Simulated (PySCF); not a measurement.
# Which determinant of ZrBr lies lowest?

Unrestricted PBE0; Zr x2c-TZVPPall, Br x2c-TZVPPall; spin-free X2C with a Gaussian nucleus (PySCF 2.14). Outer shells of the fragments: Zr 4d2 5s2; Br 3d10 4s2 4p5.

Followed along the bond (rough minima from three points):

| 2Ms+1 | unpaired | ⟨S²⟩ at the start | R at minimum (Å) | Te (eV) |
| --- | --- | --- | --- | --- |
| 4 | σ ↑, π ↑, δ ↑ | 3.76 | 2.52 | 0.00 |
| 4 | σ ↑, π ↑, δ ↑ | 3.76 | 2.52 | 0.01 |
| 4 | σ ↑, δ ↑↑ | 3.76 | 2.48 | 0.01 |
| 2 | δ ↑ | 1.07 | 2.44 | 0.27 |
| 4 | σ ↑↑, δ ↑ | 3.76 | 2.55 | 0.49 |
| 4 | σ ↑, π ↑↑ | 3.75 | 2.56 | 0.54 |

Solutions found at the starting distance of 2.520 Å, counted from the lowest of them; the search is not exhaustive and high or unbound solutions are not listed, so other states can lie among these:

```csv
2Ms+1,unpaired,term,E (eV),⟨S²⟩,⟨Lz²⟩,μ (D)
4,"σ ↑, π ↑, δ ↑",mixed,0.00,3.76,4.90,-3.55
4,"σ ↑, π ↑, δ ↑",mixed,0.01,3.76,4.96,-3.73
4,"σ ↑, δ ↑↑",⁴Σ⁻,0.02,3.76,0.00,-4.35
2,δ ↑,mixed,0.31,1.07,4.01,-1.82
4,"σ ↑↑, δ ↑",⁴Δ,0.49,3.76,4.01,-0.81
4,"σ ↑, π ↑↑",⁴Σ⁻,0.55,3.75,0.00,-3.29
2,"σ ↑, π ↓, δ ↑",mixed,0.55,1.75,4.81,-4.22
2,"σ ↑, π ↓, δ ↑",mixed,0.61,1.75,5.00,-4.13
2,"σ ↑, δ ↑↓",mixed,0.69,1.75,8.02,-3.44
2,"σ ↓, π ↑, δ ↑",mixed,0.71,1.75,5.43,-3.86
```

A term symbol is given only where ⟨S²⟩ and ⟨Lz²⟩ are close to those of a pure state; real π, δ and φ orbitals otherwise mix terms. A positive dipole means Zr(−)Br(+).

Spin–orbit coupling is left out. The state is the lowest single determinant that the PBE0 search found; with open d or f shells the true ground state can be another one.
